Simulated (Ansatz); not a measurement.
Cost and result for the atomization energy of C₂H₈Si₂ (`[SiH3]/C=C\[SiH3]`) (12 atoms, 11 bonds).

Z-matrix (Å, degrees):
```
Si
C 1 1.869
H 1 1.485 2 111.1
H 1 1.487 2 108.4 3 119.7
H 1 1.488 2 111.1 3 -121.5
C 2 1.338 1 127.0 3 27.2
H 2 1.092 1 115.5 3 -151.5
Si 6 1.870 2 127.0 1 2.8
H 6 1.092 2 117.5 1 -178.5
H 8 1.485 6 111.2 2 27.9
H 8 1.487 6 108.4 2 147.6
H 8 1.488 6 111.1 2 -93.7
```

Charge 0, multiplicity 1. The geometry is a stationary point of PBE0-D4/def2-TZVP. Program: Ansatz. All runs use 4 threads of an Arm Neoverse V1 on a shared host. Times are those of one run each, without the atoms' runs, and a repeat can differ threefold. Electronic energies, without spin–orbit coupling; frozen cores. CCSD(T)/CBS adds CCSD(T) − MP2 in def2-TZVPP to the MP2 limit, and its time is that of the two runs behind it. T1 = 0.012; the RHF reference is unstable towards UHF. B3LYP takes the VWN-RPA correlation (the form of Gaussian; ORCA's B3LYP/G).

CCSD(T)/CBS is a level of theory with its own doubt, some kJ/mol a heavy atom from the limit and from the frozen cores, so smaller differences don't rank the functionals.

```json
{"level": "PBE-D4/def2-TZVPP (with forces)", "functions": "258", "wall time": "2.4 s"}
{"level": "PBE0-D4/def2-TZVPP", "functions": "258", "wall time": "2.9 s"}
{"level": "B3LYP-D4/def2-TZVPP (with forces)", "functions": "258", "wall time": "4.6 s"}
{"level": "r2SCAN-D4/def2-TZVPP (with forces)", "functions": "258", "wall time": "5 s"}
{"level": "B2PLYP/def2-TZVPP", "functions": "258", "wall time": "5 s"}
{"level": "ωB97X-V/def2-TZVPP", "functions": "258", "wall time": "7.5 s"}
{"level": "ωB97M-V/def2-TZVPP (with forces)", "functions": "258", "wall time": "11 s"}
{"level": "MP2/def2-QZVPP", "functions": "494", "wall time": "24 s"}
{"level": "CCSD(T)/def2-TZVPP", "functions": "258", "wall time": "98 s"}
{"level": "CCSD(T)/CBS(def2)", "functions": "–", "wall time": "2 min"}
```

(1) What atomization energy does each give, and how far from CCSD(T)/CBS? (Estimate.)

## Answers

(1) Computed: 
| level | atomization (kcal/mol) | difference from CCSD(T)/CBS | per bond |
| --- | --- | --- | --- |
| PBE-D4/def2-TZVPP (with forces) | 982.8 | 1.1 | 0.1 |
| PBE0-D4/def2-TZVPP | 976.2 | -5.5 | -0.5 |
| B3LYP-D4/def2-TZVPP (with forces) | 982.8 | 1.1 | 0.1 |
| r2SCAN-D4/def2-TZVPP (with forces) | 980.9 | -0.8 | -0.1 |
| B2PLYP/def2-TZVPP | 969.9 | -11.8 | -1.1 |
| ωB97X-V/def2-TZVPP | 985.6 | 3.9 | 0.4 |
| ωB97M-V/def2-TZVPP (with forces) | 982.8 | 1.1 | 0.1 |
| MP2/def2-QZVPP | 972.4 | -9.3 | -0.8 |
| CCSD(T)/def2-TZVPP | 958.9 | -22.8 | -2.1 |
| CCSD(T)/CBS(def2) | 981.7 | 0.0 | 0.0 |

The D4 term adds +10.2 kcal/mol with B3LYP and +5.3 kcal/mol with PBE0; it sums over pairs of atoms, weighted by their polarisabilities, and B3LYP, whose exchange is more repulsive, gets the larger term. In def2-TZVPP, CCSD(T) changes the Hartree–Fock value by +210.8 kcal/mol (the triples alone add +10.8 kcal/mol) and MP2 by +210.8 kcal/mol; breaking electron pairs costs correlation energy, which Hartree–Fock lacks. From PBE to PBE0 (25 % exact exchange), in def2-TZVPP and without D4, the atomization energy moves by −5.6 kcal/mol: exact exchange takes away binding that semilocal exchange gives to molecules.
